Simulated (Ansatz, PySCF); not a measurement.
Reaction (SMILES): CC(C)CCO + 4 C (CH4) → 4 CC (C2H6) + CO (CH4O)
Geometries: B3LYP-D3(BJ)/def2-TZVP minima from Ansatz (a quantum-chemistry and plane-wave program), one conformer each, not searched for the lowest.

Wanted: bond separation energy (enthalpy at 298 K, with B3LYP-D3(BJ) rigid-rotor harmonic-oscillator terms from PySCF), in kcal/mol. Correlated levels leave the core frozen unless marked. No spin-orbit coupling. Non-relativistic unless marked X2C. CBS(X,Y): correlation extrapolated as X^-3; Hartree-Fock from the larger set. [CCSD(T)-MP2]/basis is that difference in the basis named.

```json
[
 {"level": "HF/STO-3G", "program": "Ansatz", "bond separation energy (kcal/mol)": "4.9"}
]
```

Question: Predict the RI-MP2/CBS(cc-pVTZ,cc-pVQZ)+[CCSD(T)-MP2]/cc-pVTZ result (Ansatz).

Answer: 14.5 kcal/mol, so HF/STO-3G differs from it by -9.6 kcal/mol.
